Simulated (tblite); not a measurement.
Isomers of C7H11OP. Computed with GFN2-xTB (tblite): harmonic, unscaled wavenumbers at the GFN2-xTB geometry, gas phase. This tight-binding method is rough: wavenumbers can miss measured ones by several per cent, in bad cases by 10 to 20. One conformer each.

Electronic energies: GFN2-xTB at the same geometries; isomer energies are rough at this level and their order can be wrong.

```
         SMILES  electronic energy, lowest = 0 (kcal/mol)
C#CCP(CC)C(C)=O                                      53.4
C=CP1CCC(=O)CC1                                      23.3
C#CP1(=C)CCOCC1                                      81.7
CC(C)(C)c1cpco1                                       0.0
```

**Question.** How do GFN2-xTB zero-point energies change the relative energies?

**Answer.** 
```tsv
SMILES	ZPE (kcal/mol)	of it from modes above 1550 cm⁻¹	electronic (kcal/mol)	with ZPE, lowest = 0 (kcal/mol)	lowest mode (cm⁻¹)	rings
CC(C)(C)c1cpco1	103.0	48.0	0.0	0.0	35	1
C=CP1CCC(=O)CC1	101.4	51.9	23.3	21.7	37	1
C#CCP(CC)C(C)=O	98.4	53.3	53.4	48.8	44	0
C#CP1(=C)CCOCC1	98.6	49.9	81.7	77.3	86	1
```

The zero-point energies span 4.6 kcal/mol, from `C#CCP(CC)C(C)=O` to `CC(C)(C)c1cpco1`. The order is unchanged.

**Question.** What do entropy and thermal enthalpy add at 298.15 K and 1 bar (rigid rotor, harmonic oscillator, one conformer each)?

**Answer.** 
```json
{"SMILES": "C=CP1CCC(=O)CC1", "point group": "C1", "symmetry number": "1", "S (cal/(mol K))": "97.1", "H − H(0) (kcal/mol)": "6.70", "ZPE + H − H(0) − TS (kcal/mol)": "79.2"}
{"SMILES": "C#CCP(CC)C(C)=O", "point group": "C1", "symmetry number": "1", "S (cal/(mol K))": "111.4", "H − H(0) (kcal/mol)": "8.39", "ZPE + H − H(0) − TS (kcal/mol)": "73.6"}
{"SMILES": "C#CP1(=C)CCOCC1", "point group": "C1", "symmetry number": "1", "S (cal/(mol K))": "98.0", "H − H(0) (kcal/mol)": "7.16", "ZPE + H − H(0) − TS (kcal/mol)": "76.5"}
```

Not tabulated: `CC(C)(C)c1cpco1` (point group not settled).
